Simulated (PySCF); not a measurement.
1-hydroxysiletane (C₃H₈OSi), SMILES [SiH]1(O)CCC1. The structure is a stationary point at B3LYP-D3(BJ)/def2-SVP. The values are those of a single conformer.

Question: Give the equilibrium geometry at B3LYP-D3(BJ)/def2-SVP (PySCF confirms it by a frequency run) as a Z-matrix. (The exact figures need the calculation; the answer reports its results.)

Answer: One answer among several that fit: 
```
Si
O 1 1.6711
H 2 0.9632 1 117.76
H 1 1.4974 2 108.93 3 13.74
C 1 1.8873 4 114.89 2 -134.49
H 5 1.0995 1 122.47 4 26.07
H 5 1.1029 6 108.41 1 -130.19
C 5 1.5641 6 116.61 7 -125.94
H 8 1.1023 5 114.42 6 89.86
H 8 1.1023 9 107.02 5 122.21
C 8 1.5639 9 114.44 10 122.25
H 11 1.0997 8 116.50 9 -89.91
H 11 1.1030 12 108.42 8 -125.79
```
